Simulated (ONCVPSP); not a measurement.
Ranking ONCV potentials for silicon (Si)

All share these settings but for the change named:

* Element: silicon (Si)
* Generator: ONCVPSP 4.0.1
* Type: optimised norm-conserving Vanderbilt (ONCV)
* Functional: PBEsol
* Relativity: non-relativistic
* Frozen core: [Ne]
* Valence charge: 4
* Reference configuration: 3s2 3p1 (charge +1)
* Partial waves: 3s: rc 1.75 bohr, ncon 4, nbas 8, qcut 3.3 1/bohr, 2 projectors, debl 2.5 Ha; 3p: rc 2.10 bohr, ncon 4, nbas 7, qcut 4.4 1/bohr, 2 projectors, debl 3.2 Ha; d scattering state at 0.08 Ha: rc 1.80 bohr, ncon 4, nbas 7, qcut 5.5 1/bohr, 2 projectors, debl 1 Ha
* Local potential: polynomial inside 1.35 bohr (lpopt 5, dvloc0 4 Ha)
* Core correction: Teter function, fcfact 3, rcfact 1.75

Cutoff: the first of the cutoffs (Ha) at which the residual kinetic energy of the hardest occupied pseudo-wave falls to 1 and 0.1 mHa per electron; the density cutoff is not measured.

The base gives 16 Ha.

Of 7 variants that were run, those that failed, showed a ghost or another fault, or gave nearly equal values are left out.

A variant can come out equal or close to the base.

Task: Rank these variants from softest to hardest (loose cutoff).
A. s: nproj 0; local potential the s channel
B. s: qcut 4.7
C. s: qcut 3.4; p: qcut 4.6; d: qcut 5.7

Result: B (8 Ha), C (14 Ha), A (16 Ha).
